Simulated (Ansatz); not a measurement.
Reaction (SMILES): N[SiH2][SiH2]N + H+ -> N[SiH2][SiH2][NH3+]
Structures are relaxed separately at B3LYP-D3(BJ)/def2-TZVP in Ansatz (an electronic-structure program), one conformer each, not searched for the lowest.

Property: proton affinity (electronic energy difference), positive where the reaction releases energy, in kcal/mol. Correlated levels leave the core frozen unless marked. Spin-orbit coupling is left out. Non-relativistic. CBS marks a two-point X^-3 extrapolation of the correlation energy; Hartree-Fock from the larger set.

```json
[
 {"level": "BLYP-D3(BJ)/def2-TZVPD", "program": "Ansatz + dftd3", "proton affinity (kcal/mol)": "228.9"},
 {"level": "revPBE/def2-TZVPD", "program": "Ansatz", "proton affinity (kcal/mol)": "229.7"},
 {"level": "CAM-B3LYP/def2-TZVPD", "program": "Ansatz", "proton affinity (kcal/mol)": "225.9"},
 {"level": "B2GP-PLYP-D3(BJ)/def2-TZVPD", "program": "Ansatz + dftd3", "proton affinity (kcal/mol)": "227.1"},
 {"level": "CCSD/cc-pwCVTZ", "program": "Ansatz", "proton affinity (kcal/mol)": "230.3"},
 {"level": "CCSD/CBS(cc-pV(T+d)Z,cc-pV(Q+d)Z)", "program": "Ansatz", "proton affinity (kcal/mol)": "228.0"},
 {"level": "CCSD(T)/CBS(cc-pV(T+d)Z,cc-pV(Q+d)Z)", "program": "Ansatz", "proton affinity (kcal/mol)": "227.2"}
]
```
